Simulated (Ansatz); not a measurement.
`F[SiH]([SeH])O[SiH3]` + `B1CO1` → `[SeH]C1BO1` + `F[SiH2]O[SiH3]`  (formal exchange of groups at the Se–Si bond)

Calculated with Ansatz (gas phase, PBE0-D4/def2-TZVP geometries, no zero-point term in ΔE). CCSD(T)/CBS adds triple-zeta CCSD(T) − MP2 to the extrapolated MP2 energy (def2 sets, frozen cores). Functionals use def2-TZVPP. B3LYP here is the variant with VWN-RPA as its local correlation; programs differ in this. For Se outer-core shells are correlated without core-valence functions, which leaves a few kJ/mol of doubt a bond. Scalar relativity is left out up to krypton. One conformer a species, not always the lowest.

(1) Is it downhill or uphill in electronic energy at CCSD(T)/CBS, and by how much? (An estimate is asked.)

(2) What do these levels give: PBE-D4, revPBE-D4, BLYP-D4, B97M-V, ωB97X-V, revPBE, r2SCAN, B3LYP, CCSD/def2-SVP, HF/def2-TZVPP, CCSD/def2-TZVPP, HF/CBS(def2)? (An estimate is asked.)

Largest T1 diagnostic among the species: 0.016.

Results:

(1) The calculation gave: Uphill: ΔE = +1.08 eV.

(2) The calculation gave: PBE-D4 1.05, revPBE-D4 1.03, BLYP-D4 0.99, B97M-V 1.08, ωB97X-V 1.06, revPBE 0.99, r2SCAN 1.08, B3LYP 1.00, CCSD/def2-SVP 1.04, HF/def2-TZVPP 1.08, CCSD/def2-TZVPP 1.04, HF/CBS(def2) 1.08 eV.

Leaving LDA and LC-ωPBE aside and taking each functional with its dispersion term where it has one, the values, not all of them listed here, spread over 0.13 eV, from BLYP-D4 to r2SCAN0-D4. LDA lies +0.03 eV from PBE without D4. The D4 term adds +0.05 eV with B3LYP and +0.03 eV with PBE0; it sums over pairs of atoms, weighted by their polarisabilities, and B3LYP, whose exchange is more repulsive, gets the larger term. From r2SCAN to r2SCAN0 (25 % exact exchange), in def2-TZVPP and without D4, ΔE moves by +0.04 eV.
